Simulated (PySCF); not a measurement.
Match the calculated data to a structure.

All candidates are C3H11F2NSi3.

| technique | computed result |
| --- | --- |
| Rotational structure | rotational constants A, B, C: 1.124, 0.744, 0.645 GHz [GFN2-xTB] |
| NMR, other nuclei | isotropic shieldings of nuclei other than C and H, by class: -125 (1 N), 299 (2 F), 409 (1 Si), 452 (1 Si), 479 (1 Si) ppm [GIAO PBE0/pcSseg-1] |
| 13C NMR | chemical shifts (computed TMS as zero) by class: 171.9 (1 C), 133.2 (1 C), 48.0 (1 C) ppm [GIAO PBE0/pcSseg-1] |
| 1H NMR | chemical shifts (computed TMS as zero) by class: 8.12 (1 H), 4.05 (2 H), 3.68 (3 H), 3.55 (2 H), 3.54 (3 H) ppm [GIAO PBE0/pcSseg-1] |
| Dipole | 3.24 D [PBE0/pcSseg-1] |

Gas-phase values; electronic properties from PySCF, density fitting. Levels stand in brackets. The structure is a single GFN2-xTB conformer in the gas phase; no vibrational or solvent corrections. Each NMR value is the plain mean over a class of atoms that symmetry, rotation or inversion makes alike.

Question: Which candidate is it?
A. `F[C@@H]1C[SiH2][Si@@](F)(N[SiH3])C1`
B. `NCC(F)(F)[Si@H]1C[SiH2][SiH2]1`
C. `C/N=C/C(F)(F)[SiH2][SiH2][SiH3]`

Answer: C. It is `C/N=C/C(F)(F)[SiH2][SiH2][SiH3]`. Numbering: `[CH3:1]/[N:2]=[CH:3]/[C:4]([F:5])([F:6])[SiH2:7][SiH2:8][SiH3:9]`. Its formula, C3H11F2NSi3, gives 1 degree of unsaturation: 0 rings and 1 π bond in the structure found. 3 carbons fall into 3 classes; from least to most shielded: imine carbon [C3] (171.9 ppm), CF2 carbon [C4] (133.2 ppm), N-methyl carbon [C1] (48.0 ppm). Hydrogen classes from least to most shielded: 1 H on an imine carbon, C3 (8.12 ppm), 2 H on an SiH2 silicon, Si7 (4.05 ppm), 3 H on an N-methyl carbon, C1 (3.68 ppm, a mean of values up to 0.8 ppm apart in this geometry), 2 H on an SiH2 silicon, Si8 (3.55 ppm), 3 H on an SiH3 silicon, Si9 (3.54 ppm). The other shieldings belong to: -125 ppm, imine nitrogen [N2]; 299 ppm, fluorine of a CF2 group [F5/F6]; 409 ppm, SiH2 silicon [Si7]; 452 ppm, SiH3 silicon [Si9]; 479 ppm, SiH2 silicon [Si8]. The optimised geometry has point group C1 and is an asymmetric top.

The others, at the same levels:
- `F[C@@H]1C[SiH2][Si@@](F)(N[SiH3])C1` fails: its computed 13C shifts are 94.3 (1 C), 33.1 (1 C), 22.3 (1 C) ppm, 1H shifts are 5.02 (1 H), 4.74 (3 H), 3.95 (1 H), 3.84 (1 H), 1.95 (1 H), 1.90 (1 H), 1.33 (1 H), 1.31 (1 H), 0.11 (1 H) ppm and smallest rotational constant is 0.599 GHz (against 0.645 GHz).
- `NCC(F)(F)[Si@H]1C[SiH2][SiH2]1` fails: its computed 13C shifts are 138.3 (1 C), 56.3 (1 C), -0.8 (1 C) ppm, 1H shifts are 5.13 (1 H), 4.74 (1 H), 4.69 (1 H), 4.63 (1 H), 4.54 (1 H), 3.43 (1 H), 3.11 (1 H), 0.72 (1 H), 0.71 (2 H), 0.63 (1 H) ppm and rotational constant A is 1.521 GHz (against 1.124 GHz).

Each candidate is one conformer, not necessarily the lowest. Dipoles, sizes and rotational constants follow the conformer. The torsions of the flexible species, by atom-mapped SMILES:
- `[CH3:1]/[N:2]=[CH:3]/[C:4]([F:5])([F:6])[SiH2:7][SiH2:8][SiH3:9]`: N2–C3–C4–F5 78°, C3–C4–Si7–Si8 57°, C4–Si7–Si8–Si9 35°
- `[NH2:1][CH2:2][C:3]([F:4])([F:5])[Si@H:6]1[CH2:7][SiH2:8][SiH2:9]1`: N1–C2–C3–F4 74°, C2–C3–Si6–C7 85°, H–N1–C2–C3 61°, H–N1–C2–C3 -59°

The conformers of `F[C@@H]1C[SiH2][Si@@](F)(N[SiH3])C1` aren't listed.
